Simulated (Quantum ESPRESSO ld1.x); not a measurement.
The numbers below are computed, except where a source is named.
Task: The mean radii <r> (bohr) of the occupied orbitals of an atom or ion are listed with their occupations. Code: ld1.x of Quantum ESPRESSO 7.5. Model: non-relativistic Kohn-Sham, LDA (Slater exchange, Perdew-Wang correlation), spin-polarised, spherical densities, point nucleus.

| orbital | occ. | <r> |
|---|---|---|
| 1s up | 1 | 0.4241 |
| 1s down | 1 | 0.4234 |
| 2s up | 1 | 2.265 |

Name the element and its charge. Open shells, if any, are filled with parallel spins first.

Result: Z = 4, beryllium, charge +1: Be+ in [He] 2s1. The 1s radius gives Z: for a bare nucleus <r> = 1.5/Z, 0.375 bohr for Z = 4, and screening makes it slightly larger (0.4241 here). The occupations add up to 3, and the charge is Z minus that.
